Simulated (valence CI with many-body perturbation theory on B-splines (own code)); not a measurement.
Results of a calculation; reference values are marked as such.
# Sensitivity of CI+MBPT for Sr XXXII

Level of theory: configuration interaction combined with many-body perturbation theory (CI+MBPT): five valence electrons over a frozen Dirac-Fock core [He], radial functions for each j: 6 s, 6 p, 5 d, 3 f, 1 g, with the one-electron correlation potential Σ1, the two-electron term Σ2, the three-electron term Σ3, Breit, model QED; selected CI, second order for the rest, scaled by the run's own slope (own B-spline code, finite nucleus).

The last digits are not significant, and no measured levels were compared; by estimate large intervals hold to a few tenths of a per cent, small ones and those within an open d or f shell to about a per cent. Among the levels kept, up to 4600 cm⁻¹ of a level comes from second order outside the variational space, and about a tenth of that is noise between levels of different J, which matters for small intervals.

The reference run has the lowest level (2s^2 2p1/2^2 2p3/2) J=3/2 and an ionisation energy of 3824.00 eV. Its largest variational space holds 12468 state functions.

Levels are named by their leading jj configuration (3d3/2^4 stands for four electrons in 3d with j = 3/2), which in mixed levels can hold well under half, so a name can repeat and another be missing. Letters in brackets count levels of one name in rising energy.

Changed runs:
A. size limit of the variational space 10000 → 3000; scale of Σ1 1 → 0; scale of Σ2 1 → 0; three-electron term on → off
B. Davidson tolerance 2e-05 → 0.0003
C. Davidson tolerance 2e-05 → 0.0003; selection threshold (hartree) 2e-08 → 1e-05
D. closed core [He] → [He] 2s1 (bad on purpose)

Excitation energies of the reference run in cm⁻¹, and shifts in cm⁻¹:

| Level | Reference | A | B | C |
| --- | --- | --- | --- | --- |
| (2s^2 2p1/2 2p3/2^2) J=3/2 | 494812 | -172 | 0 | -1.1 |
| (2s^2 2p1/2 2p3/2^2) J=5/2 | 606685 | -218 | 0 | -8.3 |
| (2s^2 2p1/2 2p3/2^2) J=1/2 | 752324 | -518 | 0 | -6.8 |
| (2s^2 2p3/2^3) J=3/2 | 1242410 | -710 | 0 | -1.3 |
| (2s 2p1/2^2 2p3/2^2) J=5/2 | 1580870 | +2945 | 0 | -4.3 |
| (2s 2p1/2^2 2p3/2^2) J=3/2 | 1881050 | +3626 | 0 | -3.3 |
| (2s 2p1/2^2 2p3/2^2) J=1/2 | 1885010 | +3097 | 0 | -3.8 |
| (2s 2p1/2 2p3/2^3) J=3/2 [a] | 2248210 | +3622 | 0 | -3.9 |
| (2s 2p1/2 2p3/2^3) J=5/2 | 2391040 | +3417 | 0 | -12 |
| (2s 2p1/2 2p3/2^3) J=1/2 | 2556980 | +4619 | 0 | -4.8 |
| (2s 2p1/2 2p3/2^3) J=3/2 [b] | 2648020 | +5596 | 0 | -4.7 |
| (2s 2p3/2^4) J=1/2 | 3187130 | +4454 | 0 | -5.1 |
| Ionisation energy (eV) | 3824.00 | -0.20 | 0 | +0.0013 |

No effect on these energies: B.

Run D: It gave no result: the perturbation theory needs a core of closed shells. The program said: "the core must hold closed shells only".
